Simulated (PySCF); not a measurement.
Gas-phase equilibrium of 1 mol GeF₄, 0.16 mol H₂ at 600 K and 10.0 bar, among 16 species (GeH₄, Ge₂H₆, F₂, GeF₂, GeF₃, F, H, GeH₃F, GeHF₃, HF, H₂, Ge₃H₈, GeH₃, GeH₂F₂, GeH₂, GeF₄). Only gases are allowed; each row takes one source of thermochemistry for all species, and Cantera finds the minimum.

Energies from PySCF, thermal terms from the rigid-rotor harmonic-oscillator model, ideal gas at 1 bar. † marks an energy on the PBE0/def2-TZVP geometry and frequencies; other levels use their own. 6-31G* has spherical d functions here. The species in the table below are closed-shell singlets. B3LYP is the form with VWN-RPA correlation. Ge: all electrons, no relativistic terms. GeHF₃, GeH₂F₂: computed as isolated molecules; such fragments, hydroxides, amides, oligomers or adducts are transient or little studied in the gas. The harmonic model lacks anharmonicity and excited electronic states, which grow with temperature; levels with a mode under 35 cm⁻¹ are left out.

Molecules larger than those listed are left out, and so are free Ge atoms, whose spin-orbit terms are large. Also missing: (HF)n, which can matter at low temperature or high pressure. Table species left out: H2F2, H3F3, H4F4.

With B3LYP/6-31G* thermochemistry: GeF₄ 0.86, H₂ 0.14, HF 0.0014, GeHF₃ 0.00079, GeF₂ 0.00033, GeH₂F₂ 1.3e-9.

**Question.** How far does the composition move with the other sources (HF/6-31G*, PBE/def2-SVP, PBE0/def2-SVP†, ωB97M-V/def2-TZVP†, ωB97X-V/def2-TZVP†)?

**Answer.** 
```csv
thermochemistry,x GeF₄,x H₂,x HF,x GeHF₃,x GeF₂,x GeH₂F₂
B3LYP/6-31G*,0.86,0.14,0.0014,0.00079,0.00033,1.3e-9
HF/6-31G*,0.85,0.13,0.0088,0.0088,4.4e-6,2.9e-7
PBE/def2-SVP,0.84,0.12,0.019,0.015,0.0022,4.9e-7
PBE0/def2-SVP†,0.80,0.081,0.057,0.056,0.00040,7.5e-6
ωB97M-V/def2-TZVP†,0.81,0.10,0.049,0.023,0.013,1.4e-6
ωB97X-V/def2-TZVP†,0.83,0.11,0.028,0.026,0.00060,2.0e-6
```
The most sensitive of these is GeH₂F₂: it spans a factor of 10^3.7 over these rows; at this temperature one factor of ten is RT ln 10 = 11 kJ/mol.
